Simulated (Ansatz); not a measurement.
Basis sets compared for [CrF6]3- (CrF6³⁻). Charge -3, multiplicity 4. Geometry PBE-D4/def2-SVPD. Ansatz on 4 threads of Intel Xeon on a shared host; times are rough, and most runs start from earlier orbitals.

```xyz
7

Cr    0.000    0.000    0.000
F     0.988   -1.629   -0.610
F    -0.988    1.629    0.609
F    -1.093   -1.126    1.239
F     1.092    1.126   -1.239
F    -1.353   -0.279   -1.446
F     1.353    0.279    1.446
```

The 6-31G sets use Cartesian d functions. A multiply charged anion in the gas phase is held together partly by the finite basis. At HF/STO-3G, HF/6-31G, PBE-D4/def2-SVPD, PBE-D4/def2-TZVPD and others the highest occupied level of the charge -3 quartet lies above zero (up to 10.94 eV). In Hartree–Fock with 6-31G, STO-3G the lack of diffuse functions raises the level. It is a level of α spin, whose loss leaves a triplet; that state wasn't run at this geometry and level. The electron is either unbound and held by the finite basis, or the level is raised by self-interaction error. At PBE-D4/def2-TZVPD the gap within one spin of the charge -3 quartet nearly closes, so an electron or hole may be smeared out by delocalisation error.

```
            level  functions  energy (Eh)  HOMO (eV)  LUMO (eV)  wall time
        HF/STO-3G         48   -1619.7003      10.94      30.47      1.7 s
         HF/6-31G         83   -1639.6805       1.11      15.94      3.1 s
 PBE-D4/def2-SVPD        172   -1642.2105       9.12      10.68      4.9 s
PBE0-D4/def2-SVPD        172   -1642.1946       6.14      11.21       11 s
```

(1) Estimate the rows for PBE-D4/def2-TZVPD (with forces), PBE0-D4/def2-TZVPD.

Answers

(1) 
```csv
level,functions,energy (Eh),HOMO (eV),LUMO (eV),wall time
PBE-D4/def2-TZVPD (with forces),288,-1643.0394,9.23,9.33,27 s
PBE0-D4/def2-TZVPD,288,-1643.0232,6.37,9.71,34 s
```
